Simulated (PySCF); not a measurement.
C5H5GeNO.
Bonds: N1–C2 (triple), C2–C3, C3–C4 (aromatic), C4–C5 (aromatic), C5–C6 (aromatic), C6–Ge7, C6–O8 (aromatic), C3–O8 (aromatic). Hydrogens: H9 on C4; H10 on C5; H11, H12, H13 on Ge7.

Linear response at PBE0/def2-SVPD (PySCF, frozen core in the response, non-relativistic). Isolated species at its PBE0-D3(BJ)/def2-SVP geometry, gas phase. Relativistic effects, spin–orbit coupling among them, are left out although an element past zinc is present.

Static isotropic polarisability: 99.57 au (14.75 Å³), principal values 64.6, 92.2, 141.9 au.

(1) What is the polarisability at 1064 nm and at the sodium D line?

(2) What is the isotropic C6 coefficient between two such molecules, C6 = (3/π)∫α(iω)² dω?

(3) Which effective excitation energy ω̄ makes London's formula C6 = (3/4)α²ω̄ exact here?

(4) What does −C6/R⁶ come to at R = 12 Å between centres?

(5) How anisotropic is the static polarisability, by Δα² = ½[(α1 − α2)² + (α2 − α3)² + (α3 − α1)²]?

(6) What molar refraction at the D line follows from R = (4π/3)·N_A·α′, with α′ the polarisability volume?

(7) The lowest 6 singlets have (eV, f): 5.25, 0.466; 5.79, 0.000; 6.22, 0.006; 6.48, 0.000; 6.62, 0.001; 6.84, 0.005. What share of the static polarisability do they carry in the sum over states α = Σ f/ω²?

## Answers

(1) 101.03 au at 1064 nm (+1.5 %), 104.71 au at 589.3 nm (+5.2 %). The rise at 589.3 nm is 3.51 times that at 1064 nm; a pure ω² law gives 3.26. The lowest singlet lies at 236 nm, shorter than both wavelengths.

(2) 3401 au (Eh·bohr⁶) by a ten-point quadrature over imaginary frequencies, which is 2030 eV·Å⁶ or 196 J·nm⁶/mol.

(3) ω̄ = 4·C6/(3α²) = 0.457 Eh = 12.4 eV. A one-pole form α(ω) = α/(1 − ω²/ω̄²) fitted to the 1064 nm value gives 9.7 eV.

(4) -66 J/mol. This is the leading, orientation-averaged term; C8 and higher terms are left out.

(5) Δα = 67.8 au, or 0.68 of the isotropic value.

(6) α′ = 15.52 Å³ gives R = 39.14 cm³/mol, for isolated, non-vibrating species.

(7) 12.71 au, 12.8 % of α; the largest term, 12.51 au, is that of the state at 5.25 eV. Their oscillator strengths add up to 0.48. Higher states carry the rest.

Cost: about 70 s of CPU time on one thread; the machine was shared, so the figure is rough. This is the whole response run at PBE0/def2-SVPD, SCF included.
